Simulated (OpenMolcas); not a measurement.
Ru3+ with 6 ligands (fluoride, chloride on the axis) in tetragonal octahedral coordination (D4h). The axial distance is 1.226 times the equatorial one, R.

- Program: OpenMolcas 26.06
- Method: SS-CASPT2, IPEA 0.25 Eh, imaginary shift 0.1 Eh (closed shells correlated: 4s 4p and the ligand valence shells)
- Basis: ANO-RCC-VDZP [6s5p3d1f]
- Scalar Hamiltonian: DKH2, point nucleus
- Active space: 5 electrons in 5 orbitals (4d)
- State averaging: 2S+1 = 6 even, 1 root; 2S+1 = 4 even, 24 roots; 2S+1 = 2 even, 75 roots
- Spin-orbit coupling: state interaction with AMFI integrals over the reference wave functions

All ligands move together. At R = 1.96 Å the first state of the same spin is 4180 cm-1, and at R = 2.12 Å it is 2630 cm-1.

Question: A third run gives 3830 cm-1. What distance was it run at?

Answer: With a power law R^-n the two known points give n = -ln(2630 / 4180) / ln(2.12 / 1.96) = 5.90. Then R = 1.96 × (4180 / 3830)^(1/5.90) = 1.989 Å. The run was at 1.99 Å, so the estimate is off by -0.001 Å.

Over all roots computed the reference weight is 0.68 to 0.69 in R = 1.96, 0.68 to 0.69 in R = 1.99, 0.67 to 0.69 in R = 2.12; a low but even weight reflects the number of correlated electrons. This shell can be high or low spin here, a state of another spin lies low, and with metal d orbitals alone active their balance is uncertain, so the ground spin may be wrong, although the usual error favours high spin. Ligand-to-metal charge-transfer states are missing. With no ligand orbital active B as a rule stays too high, so bands that hang on it stand too high and its fall with covalency is understated. With one d shell and no ligand orbital active, 10Dq can be off by a tenth or more. The least metal-like active orbital is 77 % on the metal (Löwdin) and no ligand orbital is active, so the numbers are rough (holds for R = 1.96). The least metal-like active orbital is 78 % on the metal (Löwdin) and no ligand orbital is active, so the numbers are rough (holds for R = 1.99). Spin-orbit coupling mixes the spin-free states strongly: the lowest level takes only 57 % from its leading state, 2S+1 = 2 (holds for R = 2.12). No measured value stands beside these numbers; the geometry is a model, was not optimised and need not be the one that this ion takes.
